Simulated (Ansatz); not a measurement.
The pair A = CH4 (SMILES C) (first 5 atoms), B = Si2H6 (SMILES [SiH3][SiH3]); geometry from B3LYP-D3(BJ)/def2-TZVP.
(charge 0, multiplicity 1):
```xyz
13

C      0.0554    -0.1260     0.0464
H     -0.3725    -1.0483     0.4367
H     -0.5348     0.7218     0.3915
H      1.0800    -0.0225     0.3998
H      0.0467    -0.1546    -1.0423
Si     1.0589     0.4535     4.1645
Si    -1.1266    -0.2962     3.7682
H      1.7872    -0.5248     5.0091
H      1.0294     1.7572     4.8717
H      1.7986     0.6227     2.8915
H     -1.1098    -1.6077     3.0771
H     -1.8669     0.6758     2.9288
H     -1.8453    -0.4512     5.0569
```

Frozen-core correlation. MP2 and its Hartree–Fock in aug-cc-pV(T+d)Z are density fitted.

Run with Ansatz (Gaussian orbitals). Each number belongs to the level named beside it.

The counterpoise-corrected interaction energy is E(AB) − E(A in the pair's basis) − E(B in the pair's basis). Total energies (hartree):

```
level                              AB  A in the pair's basis  B in the pair's basis
-----------------------  ------------  ---------------------  ---------------------
HF/aug-cc-pV(D+d)Z       -621.5514640            -40.1998325           -581.3530609
MP2/aug-cc-pV(D+d)Z      -621.9464613            -40.3681110           -581.5772038
HF/aug-cc-pV(T+d)Z       -621.5888976            -40.2136053           -581.3767150
MP2/aug-cc-pV(T+d)Z      -622.0620787            -40.4145579           -581.6460757
CCSD(T)/aug-cc-pV(D+d)Z  -622.0348666            -40.3959433           -581.6376938
```

Work out the counterpoise-corrected interaction energy at the basis-set limit: extrapolate the MP2 correlation part as X⁻³, take Hartree–Fock from the larger set, and add the CCSD(T) − MP2 difference of aug-cc-pV(D+d)Z.


1. Differences (1 hartree = 627.509 kcal/mol): HF/aug-cc-pV(D+d)Z 0.897; MP2/aug-cc-pV(D+d)Z -0.719; HF/aug-cc-pV(T+d)Z 0.893; MP2/aug-cc-pV(T+d)Z -0.907; CCSD(T)/aug-cc-pV(D+d)Z -0.772.
2. Correlation parts, MP2 less HF: -1.616 in aug-cc-pV(D+d)Z (X = 2), -1.800 in aug-cc-pV(T+d)Z (X = 3).
3. Limit (3³·(-1.800) − 2³·(-1.616))/(3³ − 2³) = -1.877; with HF/aug-cc-pV(T+d)Z it gives -0.984.
4. CCSD(T) less MP2 in aug-cc-pV(D+d)Z: -0.052.
Result: -1.04 kcal/mol, against -0.72 at MP2/aug-cc-pV(D+d)Z. It is an estimate of this method's limit, not of the exact value.

Ansatz is an electronic-structure program.
